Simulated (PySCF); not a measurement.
Species: C₆H₁₀PSi (charge -1).
Structure used (GFN2-xTB), in Å, numbered top down from 1:
```
atom  x, y, z in Å
C1     2.510    0.306   -1.077
C2     1.239    0.747   -0.412
P3     0.902    2.422    0.027
C4    -0.643    1.933    0.639
C5    -0.892    0.566    0.520
Si6   -2.477   -0.218    1.045
C7     0.202   -0.102   -0.084
C8     0.233   -1.577   -0.358
H9     2.304   -0.176   -2.038
H10    3.054   -0.414   -0.456
H11    3.160    1.162   -1.255
H12   -1.339    2.637    1.073
H13   -3.249   -0.856   -0.049
H14   -3.401    0.756    1.655
H15   -2.338   -1.299    2.053
H16    1.219   -1.993   -0.142
H17    0.010   -1.789   -1.409
H18   -0.503   -2.098    0.253
```

Definitions: NICS(0) = −σiso at the ring centroid; NICS(1) = −σiso and NICS(1)zz = −σzz at ±1 Å along the ring normal z. Level: GIAO PBE0/pcSseg-1 (PySCF, non-relativistic, gas phase) on the GFN2-xTB geometry, one conformer.

Ring bond lengths (Å), with Mayer bond orders in brackets: C2–P3 1.764 (1.21), P3–C4 1.732 (1.32), C4–C5 1.394 (1.41), C5–C7 1.417 (1.29), C7–C2 1.380 (1.54).

Question: What do the NICS probes read (ppm)?

Answer: 
```json
{"ring": "C2–P3–C4–C5–C7", "type": "5-membered ring with P; formal bonds all aromatic", "NICS(0)": "-11.0", "NICS(1), two faces": "-10.9 / -10.9", "NICS(1)zz, two faces": "-27.4 / -27.4", "rms pucker (Å)": "0.00", "centre to ring atoms, mean (Å)": "1.30"}
```

Question: What can be read from them?

Answer: 
- C2–P3–C4–C5–C7: mean NICS(1)zz -27.4 ppm, shielded.

Question: How equal are the bonds by HOMA? HOMA = 1 − mean of α(R − Ropt)² over the ring bonds, with Krygowski's 1993 parameters (CC: Ropt 1.388 Å, α 257.7 Å⁻²; CP: Ropt 1.698 Å, α 118.91 Å⁻²).

Answer: 
- C2–P3–C4–C5–C7: HOMA 0.82; the largest term is that of C2–P3, α(R − Ropt)² = 0.52.

Question: Give the inner angles of the rings and the Hirshfeld charges of the ring atoms.

Answer: 
- C2–P3–C4–C5–C7: C2 112.4° (-0.115 e), P3 89.4° (-0.205 e), C4 114.0° (-0.189 e), C5 111.1° (-0.173 e), C7 113.1° (-0.061 e); sum 540.0° against 540° for a flat convex ring.

Question: What are the shieldings of the ring atoms and their hydrogens in the same run (means over atoms taken as equivalent)?

Answer: 
| atoms | environment | σ isotropic (ppm) |
| --- | --- | --- |
| C2 | substituted aromatic carbon | 43.3 |
| P3 | phosphorus bonded to 2 C | 209.8 |
| C4 | aromatic CH carbon | 40.3 |
| C5 | substituted aromatic carbon | 81.6 |
| C7 | substituted aromatic carbon | 56.2 |
| H12 | aromatic hydrogen | 24.63 |
